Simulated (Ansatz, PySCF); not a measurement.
Potential energy curve for SiLi (anion, charge -1), lowest triplet found (which spin is the ground state isn't settled by this scan).

- ROCCSD(T) = CCSD(T) on ROHF/aug-cc-pVDZ, frozen core in Ansatz (a program for electronic structure)
- FCI = full CI/aug-cc-pVDZ, frozen core in Ansatz
- UKS-B3LYP/3-21G = unrestricted B3LYP/3-21G (PySCF)

Total energies in hartree (comparable only within one method and basis):

| R / Å | ROCCSD(T) | FCI | UKS-B3LYP/3-21G |
|---|---|---|---|
| 1.70 | -296.33410 | -296.34243 | -295.29675 |
| 1.85 | -296.37122 | -296.38622 | -295.33922 |
| 1.99 | -296.41087 | -296.41225 | -295.36600 |
| 2.09 | -296.42307 | -296.42460 | -295.37863 |
| 2.17 | -296.43007 | -296.43170 | -295.38583 |
| 2.27 | -296.43615 | -296.43789 | -295.39204 |
| 2.34 | -296.43902 | -296.44083 | -295.39493 |
| 2.42 | -296.44120 | -296.44309 | -295.39709 |
| 2.48 | -296.44221 | -296.44415 | -295.39806 |
| 2.59 | -296.44298 | -296.44501 | -295.39871 |
| 2.69 | -296.44278 | -296.44486 | -295.39834 |
| 2.86 | -296.44112 | -296.44329 | -295.39635 |
| 2.98 | -296.43933 | -296.44154 | -295.39431 |
| 3.22 | -296.43501 | -296.43728 | -295.38952 |
| 3.52 | -296.42926 | -296.43155 | -295.38333 |
| 3.82 | -296.42384 | -296.42611 | -295.37770 |
| 4.25 | -296.41725 | -296.41940 | -295.37112 |
| 4.68 | -296.41214 | -296.41411 | -295.36623 |
| 5.21 | -296.40765 | -296.40934 | -295.36208 |
| 6.00 | — | -296.40490 | -295.35851 |
| 6.97 | — | -296.40213 | -295.35668 |
| 8.18 | — | -296.40058 | -295.35635 |

Dashes: no converged value, or the column stops at the first point that the program doubted or that broke a chosen test of continuity, which isn't proof of a fault.

The T1 diagnostic of CCSD on the restricted reference of ROCCSD(T) exceeds 0.045 at 1.70 to 5.21 Å. Where the anion isn't bound against loss of the electron, the finite basis alone holds it. Also computed but left out beside FCI, since their determinant holds another spin at the minimum (<S²> over 0.7 above the pure value): UHF, UMP2, UCCSD, UCCSD(T), UCCSDT, UCCSDT(Q), UKS-CAM-B3LYP. The unrestricted determinant behind UKS-B3LYP/3-21G is spin-contaminated at 1.85 to 8.18 Å (<S²> up to 2.7, against 2.00 for a pure triplet).
